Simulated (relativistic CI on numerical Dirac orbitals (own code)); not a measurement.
## Ligand-field terms of d7

Computed with a parametric ligand-field model of a d^n configuration (Racah B and C, spin-orbit zeta, crystal field), exact diagonalisation.

Field parameters in Wybourne normalisation: Oh B⁴₀ = 21Dq, B⁴₄ = √(5/14) B⁴₀. The field is a parameter set, without covalency.

B = 420 cm⁻¹, C = 1770 cm⁻¹ (C/B = 4.21), Oh, no spin-orbit coupling. Tanabe-Sugano data, E/B above the lowest term (Δ = |10Dq|; b, c mark the second and third term of a kind):

| Δ/B | 4T1 | 4T2 | 4A2 | 4T1(b) | 2E | 2T1 | 2T2 | 2T1(b) |
| --- | --- | --- | --- | --- | --- | --- | --- | --- |
| 1.0 | 0.00 | 0.81 | 1.81 | 15.62 | 16.96 | 17.22 | 17.03 | 21.85 |
| 5.0 | 0.00 | 4.22 | 9.22 | 18.44 | 14.55 | 17.98 | 17.98 | 22.57 |
| 9.0 | 0.00 | 7.82 | 16.82 | 21.63 | 10.88 | 17.95 | 18.30 | 23.08 |
| 13.0 | 0.00 | 11.53 | 24.53 | 25.06 | 7.03 | 17.82 | 18.38 | 23.43 |
| 17.0 | 0.00 | 15.32 | 32.32 | 28.64 | 3.13 | 17.69 | 18.39 | 23.67 |
| 21.0 | 0.80 | 19.95 | 40.95 | 33.11 | 0.00 | 18.38 | 19.16 | 24.64 |
| 25.0 | 4.74 | 27.77 | 52.77 | 40.80 | 0.00 | 22.23 | 23.08 | 28.71 |
| 29.0 | 8.69 | 35.62 | 64.62 | 48.54 | 0.00 | 26.10 | 27.01 | 32.76 |
| 33.0 | 12.65 | 43.49 | 76.49 | 56.33 | 0.00 | 30.00 | 30.94 | 36.79 |
| 37.0 | 16.62 | 51.39 | 88.39 | 64.16 | 0.00 | 33.91 | 34.88 | 40.81 |
| 41.0 | 20.59 | 59.30 | 100.30 | 72.01 | 0.00 | 37.83 | 38.83 | 44.83 |
| 45.0 | 24.56 | 67.22 | 112.22 | 79.88 | 0.00 | 41.76 | 42.78 | 48.84 |

The ground term changes from 4T1 to 2E between Δ/B = 17.0 and 21.0.
